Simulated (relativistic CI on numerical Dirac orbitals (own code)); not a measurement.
**Slater and spin-orbit integrals, Br XIX**

Computed by Dirac-Coulomb-Breit CI, separate exchange-only KLI orbitals for each configuration, model QED, unscaled Slater integrals (own radial code, finite nucleus).

Slater integrals F^k, G^k are unscaled and averaged over j, outside the closed core [Ne]; ζ comes from projecting the Hamiltonian with its Breit term on Σ l·s of the shell.

- 3s2 3p5: ζ(3p) = 50979 cm⁻¹; <r>(3p) = 0.4781, <r^2>(3p) = 0.2635 (bohr units).
- 3s2 3p4 3d: F^2(3p,3p) = 208480, ζ(3p) = 50899, F^2(3p,3d) = 208210, G^1(3p,3d) = 230700, G^3(3p,3d) = 151740, ζ(3d) = 5555.1 cm⁻¹; <r>(3p) = 0.4788, <r^2>(3p) = 0.2643, <r>(3d) = 0.4367, <r^2>(3d) = 0.222 (bohr units).
- 3s 3p5 3d: G^1(3s,3p) = 267100, ζ(3p) = 50852, G^2(3s,3d) = 174910, F^2(3p,3d) = 207980, G^1(3p,3d) = 230570, G^3(3p,3d) = 151620, ζ(3d) = 5634 cm⁻¹; <r>(3s) = 0.4871, <r^2>(3s) = 0.2699, <r>(3p) = 0.4793, <r^2>(3p) = 0.2648, <r>(3d) = 0.4373, <r^2>(3d) = 0.2227 (bohr units).

Averages of the first 10 configurations, taken without configuration mixing, which lowers the lowest level and can move excited configurations by several eV; other configurations of the list can lie among them:

```json
{"Configuration": "3s2 3p5", "Parity": "odd", "States": "6", "Average energy above the lowest level (eV)": "9.3"}
{"Configuration": "3s 3p6", "Parity": "even", "States": "2", "Average energy above the lowest level (eV)": "86.4"}
{"Configuration": "3s2 3p4 3d", "Parity": "even", "States": "150", "Average energy above the lowest level (eV)": "104.1"}
{"Configuration": "3s 3p5 3d", "Parity": "odd", "States": "120", "Average energy above the lowest level (eV)": "177.2"}
{"Configuration": "3p6 3d", "Parity": "even", "States": "10", "Average energy above the lowest level (eV)": "259.3"}
{"Configuration": "3s 3p4 3d2", "Parity": "even", "States": "1350", "Average energy above the lowest level (eV)": "271.2"}
{"Configuration": "3s2 3p4 4s", "Parity": "even", "States": "30", "Average energy above the lowest level (eV)": "366.3"}
{"Configuration": "3s2 3p3 3d 4p", "Parity": "even", "States": "1200", "Average energy above the lowest level (eV)": "486.8"}
{"Configuration": "3p6 4s", "Parity": "even", "States": "2", "Average energy above the lowest level (eV)": "523.5"}
{"Configuration": "3s2 3p4 4p", "Parity": "odd", "States": "90", "Average energy above the lowest level (eV)": "392.4"}
```
